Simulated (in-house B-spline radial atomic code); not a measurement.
Configurations of Co II (Co+), with energies counted from [Ar] 3d8. All numbers are computed (scalar-relativistic (X2C) B3LYP, spin-polarised, spherical fractional occupations, exact exchange averaged over the configuration; Fermi nucleus of rms radius 3.7875 fm) with an all-electron radial atomic-structure program (B-spline basis), not measured. Shells without spins written out take the highest spin.

Occupations are held fixed; configurations that lie above the ionisation limit could autoionise.

```json
{"configuration": "[Ar] 3d7 4p1", "E - E(ref) (eV)": "5.8894", "highest orbital": "4p up", "its <r> (bohr)": "3.236"}
{"configuration": "[Ar] 3d7 4d1", "E - E(ref) (eV)": "11.623", "highest orbital": "4d up", "its <r> (bohr)": "5.42"}
{"configuration": "[Ne] 3s2 3p5 3d9", "E - E(ref) (eV)": "57.714", "highest orbital": "3d down", "its <r> (bohr)": "1.149"}
{"configuration": "[Ne] 3s2 3p5 3d8 4s1", "E - E(ref) (eV)": "58.62", "highest orbital": "4s up", "its <r> (bohr)": "2.581"}
```

(1) Order these further configurations by energy, lowest first.
A. [Ar] 3d7 4s1
B. [Ne] 3s2 3p5 3d8 4d1
C. [Ne] 3s2 3p5 3d8 4f1
D. [Ne] 3s2 3p5 3d8 4p1
E. [Ar] 3d7 4f1

Answers

(1) A (0.41923 eV), E (14.135 eV), D (64.131 eV), B (69.905 eV), C (72.452 eV).
